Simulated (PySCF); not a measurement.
## Radial density of Ar¹⁷⁺ (argon, charge +17)

UHF, 1s1, 2S determinant. Calculation: PySCF 2.14, in an even-tempered Gaussian basis (17 s from 12 bohr⁻², ratio 2.2; 7 p from 19 bohr⁻², ratio 2.4; 4 d from 56 bohr⁻², ratio 2.4; 3 f from 85 bohr⁻², ratio 2.4; 3 g from 130 bohr⁻², ratio 2.4); scalar relativity by spin-free X2C-1e.

| r (bohr) | 4πr²ρ (e/bohr) | 4πr²(ρα − ρβ) |
| --- | --- | --- |
| 0.00113 | 0.03580 | 0.0358 |
| 0.00191 | 0.09460 | 0.0946 |
| 0.00321 | 0.2460 | 0.2460 |
| 0.00540 | 0.6210 | 0.6210 |
| 0.00908 | 1.493 | 1.4925 |
| 0.0153 | 3.293 | 3.2931 |
| 0.0257 | 6.272 | 6.2724 |
| 0.0432 | 9.292 | 9.2917 |
| 0.0726 | 8.981 | 8.9808 |
| 0.122 | 4.219 | 4.2193 |
| 0.206 | 0.5878 | 0.5878 |
| 0.346 | 0.01069 | 0.0107 |

Densities and radii are taken from the X2C orbitals without a picture-change correction, which distorts them close to the nucleus.
